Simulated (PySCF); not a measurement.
These are ωB97X-D3(BJ)/def2-TZVP // PBE0-D3(BJ)/def2-SVP run with PySCF values and carry that method's errors. All species are isolated molecules in the gas phase. One relaxed conformer stands for a flexible species; it need not be the lowest. Delta-SCF ions had no search for a lower state. 

Reference species (SMILES): `F[SiH2][Si]([SiH3])([SiH3])[SiH3]` (F–Si–Si–Si torsion 180°) (neutral, multiplicity 1).

```json
{
 "HOMO": "-10.29 eV",
 "vertical ionisation energy (Delta-SCF)": "9.91 eV"
}
```

Changed species: `C#C[SiH2][Si]([SiH3])([SiH3])[SiH3]` (one H of a SiH3 unit replaced by ethynyl; the reference has one H of a SiH3 unit replaced by fluoro).

**Question.** Predict the effect on the HOMO and vertical ionisation energy (Delta-SCF).

**Answer.** the HOMO rises by 0.39 eV, to -9.90 eV; the vertical ionisation energy (Delta-SCF) drops by 0.38 eV, to 9.53 eV.
